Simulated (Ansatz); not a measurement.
Total energies of `C[SiH2][SiH](Cl)Cl`.

Cartesian coordinates in Å:
```
C 0.207 -1.507 0.768
Si 0.938 0.113 0.185
Si -0.735 1.380 -0.842
Cl -1.495 0.309 -2.427
Cl -2.248 1.701 0.517
H -0.202 -2.067 -0.075
H 0.968 -2.121 1.253
H -0.599 -1.327 1.483
H 2.025 -0.099 -0.810
H 1.484 0.911 1.317
H -0.344 2.708 -1.370
```

Total charge 0; spin multiplicity 1. The structure was optimised at the PBE0-D4/def2-TZVP level. It is one conformer, not always the lowest. Basis def2-TZVPP, Ansatz.

RPA on PBE orbitals: Hartree–Fock energy of these orbitals -1538.34027 Eh, correlation -1.39315 Eh (frozen core).

| functional | energy without D4 (Eh) | D4 term (kJ/mol) |
| --- | --- | --- |
| LDA (SPW92) | -1535.57693 | – |
| BLYP | -1541.22827 | -67.4 |
| r2SCAN | -1541.14014 | -7.9 |
| B97M-V | -1540.89641 | – |
| r2SCANh | -1541.13356 | -8.6 |
| r2SCAN0 | -1541.12485 | -9.5 |
| HSE06 (plane-wave form) | -1540.64956 | -26.1 |
| ωB97X-V | -1541.04153 | – |
| ωB97M-V | -1541.15957 | – |
| PBE-QIDH | -1540.34098 | – |

**Question.** Give the same for PBE, revPBE, PBE0, B3LYP, BHLYP, CAM-B3LYP, LC-ωPBE, B2PLYP. (Best estimate.)

**Answer.** Computed: 
```
functional  energy without D4 (Eh)  D4 term (kJ/mol)
       PBE             -1540.53697             -31.8
    revPBE             -1540.97106             -81.2
      PBE0             -1540.68100             -27.5
     B3LYP             -1541.35178             -51.6
     BHLYP             -1541.25190             -43.8
 CAM-B3LYP             -1541.28969             -28.7
   LC-ωPBE             -1540.82267                 –
    B2PLYP             -1540.73377                 –
```

B3LYP takes the VWN-RPA correlation (the form of Gaussian; ORCA's B3LYP/G). HSE06 is the plane-wave form, built on full-range PBE exchange. The double hybrids freeze the cores in their second-order part.

LC-ωPBE has ω = 0.4 bohr⁻¹.
